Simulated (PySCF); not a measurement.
Al(Cl)2(SMe) (CH3AlCl2S), SMILES C[S][Al]([Cl])[Cl].

Coordinates come from a PBE-D3(BJ)/def2-SVP optimisation. The structure was generated by enumeration; whether it is a known compound was not checked. One conformer was computed; it need not be the lowest.

Computed with PBE/def2-TZVP (PySCF).

Computed frontier levels, gap, dipole moment and polarisability:
The highest occupied level is -6.41 eV, the lowest empty level is -1.88 eV and the orbital gap is 4.53 eV. The dipole moment is 2.07 D, the quadrupole, principal values (traceless, Buckingham form, about the centre of nuclear charge) comes out as -7.11, 2.55, 4.56 D·Å and the mean static polarisability is 82.9 bohr³ (12.28 Å³). The polarisability, principal values is 60.0, 84.7, 103.9 bohr³.
